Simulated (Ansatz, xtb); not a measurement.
## Redistribution: C3H5F + CH2ClI → C2H2ClF + C2H5I

Species: C3H5F `C/C=C/F`, singlet; CH2ClI (chloroiodomethane) `ClCI`, singlet; C2H2ClF (1-chloro-2-fluoroethylene) `F/C=C/Cl`, singlet; C2H5I `CCI`, singlet. The partners trade CH3 for Cl; both sit on C, so the bond types are kept.

Shapes, held fixed at every level: PBE0-D4/def2-TZVP. Programs: Ansatz 0.2.0, xtb 6.7.1. The zero-point and thermal change to 298 K, harmonic and unscaled (PBE0-D4/def2-TZVP), is +0.4 kJ/mol.

```json
{"level": "GFN0-xTB", "kind": "semi-empirical", "ΔH(298 K) (kJ/mol)": "-3.3", "less CCSD(T)/def2-TZVPP": "+1.7"}
{"level": "HF/def2-TZVPP", "kind": "Hartree–Fock", "ΔH(298 K) (kJ/mol)": "-3.3", "less CCSD(T)/def2-TZVPP": "+1.7"}
{"level": "r2SCAN0-D4/def2-TZVPP", "kind": "global hybrid", "ΔH(298 K) (kJ/mol)": "-4.6", "less CCSD(T)/def2-TZVPP": "+0.4"}
{"level": "wB97M-V/def2-TZVPP", "kind": "range-separated hybrid", "ΔH(298 K) (kJ/mol)": "-3.2", "less CCSD(T)/def2-TZVPP": "+1.8"}
{"level": "B2PLYP/def2-TZVPP", "kind": "double hybrid", "ΔH(298 K) (kJ/mol)": "-2.9", "less CCSD(T)/def2-TZVPP": "+2.1"}
{"level": "MP2/def2-SVP", "kind": "perturbation theory", "ΔH(298 K) (kJ/mol)": "-10.9", "less CCSD(T)/def2-TZVPP": "-5.9"}
{"level": "MP2/def2-TZVPP", "kind": "perturbation theory", "ΔH(298 K) (kJ/mol)": "-5.0", "less CCSD(T)/def2-TZVPP": "0.0"}
{"level": "CCSD/def2-SVP", "kind": "coupled cluster or CI", "ΔH(298 K) (kJ/mol)": "-10.1", "less CCSD(T)/def2-TZVPP": "-5.1"}
{"level": "CCSD(T)/def2-TZVPP", "kind": "coupled cluster or CI", "ΔH(298 K) (kJ/mol)": "-5.0", "less CCSD(T)/def2-TZVPP": "0.0"}
```

The highest level, CCSD(T)/def2-TZVPP, gives ΔH(298 K) = -5.0 kJ/mol; the levels span -10.9 to -2.9. The column of differences is taken from that level and isn't an error. No measured value is set beside it here. For atoms past krypton def2 sets carry core potentials with scalar relativity. Correlated rows may include outer-core shells of I, which these sets cover unevenly.
